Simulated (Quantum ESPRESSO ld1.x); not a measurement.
Species: Ar. Configuration: [Ne] 3s2 3p5 6p1 (not the ground configuration). All-electron calculation, scalar-relativistic Kohn-Sham, LDA (Slater exchange, VWN5 correlation), spin-unpolarised, spherical densities, point nucleus. Program: ld1.x of Quantum ESPRESSO 7.5. Some entries of the table are withheld. Estimate them.

orbital  occ.  eigenvalue (Ry)  <r^2> (bohr^2)  r(max) (bohr)
1s          2        -229.5425        0.009936            (1)
2s          2         -22.6675          0.2049            (2)
2p          6              (3)          0.1770          0.281
3s          2          -2.5884             (4)           1.16
3p          5          -1.5281           2.865           1.26
6p          1          -0.0401           689.7           26.6

Answer. 
(1) 1s r(max) (bohr): 0.056
(2) 2s r(max) (bohr): 0.340
(3) 2p eigenvalue (Ry): -17.8127
(4) 3s <r^2> (bohr^2): 2.174
